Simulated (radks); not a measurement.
Neutral calcium inside a hard spherical wall (all orbitals vanish at R), configuration held at [Ar] 4s2 and not refilled when levels cross. Method: scalar-relativistic Kohn-Sham, LDA (Slater exchange, Perdew-Wang correlation), spin-polarised, spherical densities, point nucleus; computed with a radial shooting solver on a logarithmic mesh with Libxc functionals. Eigenvalues in eV for spin up, with the zero of energy where the potential of the charges vanishes at infinity; a dash marks a level that is unbound or too diffuse for the functional's potential to be trusted. A positive occupied level is held by the wall or, in an anion where self-interaction has pushed it up, behind a barrier. The pressure on the wall is -dE/dV.

| R (bohr) | E (hartree) | kinetic (hartree) | e(2p) | e(3s) | e(3p) | e(4s) | e(3d, empty) | e(4p, empty) | pressure (GPa) |
|---|---|---|---|---|---|---|---|---|---|
| free | -678.69149 | 682.870 | -334.58 | -46.832 | -27.985 | -3.864 | -2.133 | -1.439 | 0 |
| 20 | -678.69149 | 682.870 | -334.58 | -46.832 | -27.985 | -3.864 | -2.133 | -1.439 | < 0.0001 |
| 15 | -678.69148 | 682.870 | -334.58 | -46.830 | -27.983 | -3.863 | -2.131 | -1.430 | 0.000140 |
| 6 | -678.59666 | 683.306 | -332.06 | -44.490 | -25.690 | -1.396 | 0.029 | 2.404 | 5.81 |
| 5 | -678.44369 | 683.837 | -330.06 | -42.725 | -23.978 | 1.535 | 1.847 | 6.400 | 22.9 |
| 4 | -677.98902 | 685.291 | -326.05 | -39.511 | -20.861 | 9.100 | 5.538 | 15.973 | 115 |
| 3 | -676.24641 | 690.782 | -314.74 | -31.697 | -12.934 | 33.696 | 15.383 | 44.158 | 900 |
| 2.5 | -673.44348 | 699.271 | -300.33 | -22.181 | -2.743 | 67.461 | 27.603 | 80.078 | 3250 |
| 2 | -665.80090 | 720.448 | -270.93 | -0.518 | 20.816 | 145.57 | 53.747 | 158.96 | 14800 |
| 1.5 | -640.77949 | 781.012 | -208.93 | 63.237 | 87.738 | 355.98 | 117.69 | 361.03 | 94300 |
